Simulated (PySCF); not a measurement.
Predicted microwave data (PBE0/def2-SVPD in PySCF (dipole) on a GFN2-xTB geometry, gas phase) for one isomer of C8H12:

```
Rotational constants : A = 2928, B = 1467, C = 1198 MHz
Dipole components    : |μa| = 0.59 D, |μb| = 0.19 D, |μc| = 0.20 D
Inertial defect      : -95.04 u·Å²
κ                    : -0.69
```

Task: Which structure is it? (One computed conformer of each.)
A. `[CH3:1][CH:2]([CH3:3])[C:4]1=[CH:5][CH2:6][CH:7]=[CH:8]1` with C1–C2–C4–C5 116°
B. `[CH:1](=[C:2]1[CH2:3][CH2:4]1)[CH:5]1[CH2:6][CH2:7][CH2:8]1` with C2–C1–C5–C6 129°, C1–C2–C3–C4 180°, C1–C5–C6–C7 130°, C5–C6–C7–C8 -11°, C6–C7–C8–C5 11°
C. `[CH2:1]=[CH:2][C:3](=[CH2:4])[CH:5]=[C:6]([CH3:7])[CH3:8]` with C1–C2–C3–C4 169°, C2–C3–C5–C6 -64°
D. `[CH2:1]=[CH:2][C@H:3]1[CH2:4][C@H:5]2[CH2:6][C@H:7]2[CH2:8]1` with C1–C2–C3–C4 121°, C2–C3–C4–C5 151°, C3–C4–C5–C6 -82°, C4–C5–C6–C7 97°, C5–C6–C7–C8 -97°

Result: C. It is C=CC(=C)C=C(C)C, an asymmetric top, point group C1. The candidates at the same level (rigid rotor, commonest isotopes):

```json
{"SMILES": "C=C[C@H]1C[C@H]2C[C@H]2C1", "A (MHz)": "5314", "B (MHz)": "1316", "C (MHz)": "1198", "μa (D)": "0.41", "μb (D)": "0.00", "μc (D)": "0.26", "Δ (u·Å²)": "-57.38", "point group": "Cs", "rotor": "near-prolate asymmetric top"}
{"SMILES": "CC(C)C1=CCC=C1", "A (MHz)": "4143", "B (MHz)": "1344", "C (MHz)": "1303", "μa (D)": "0.13", "μb (D)": "0.23", "μc (D)": "0.04", "Δ (u·Å²)": "-110.02", "point group": "near Cs", "rotor": "near-prolate asymmetric top"}
{"SMILES": "C(=C1CC1)C1CCC1", "A (MHz)": "6474", "B (MHz)": "943.3", "C (MHz)": "929.2", "μa (D)": "0.09", "μb (D)": "0.00", "μc (D)": "0.21", "Δ (u·Å²)": "-69.93", "point group": "Cs", "rotor": "near-prolate asymmetric top"}
{"SMILES": "C=CC(=C)C=C(C)C", "A (MHz)": "2928", "B (MHz)": "1467", "C (MHz)": "1198", "μa (D)": "0.59", "μb (D)": "0.19", "μc (D)": "0.20", "Δ (u·Å²)": "-95.04", "point group": "C1", "rotor": "asymmetric top"}
```

`C(=C1CC1)C1CCC1` has A 121 % too high; `C=C[C@H]1C[C@H]2C[C@H]2C1` has A 81 % too high; `CC(C)C1=CCC=C1` has A 41 % too high. No structure here is proved a minimum.
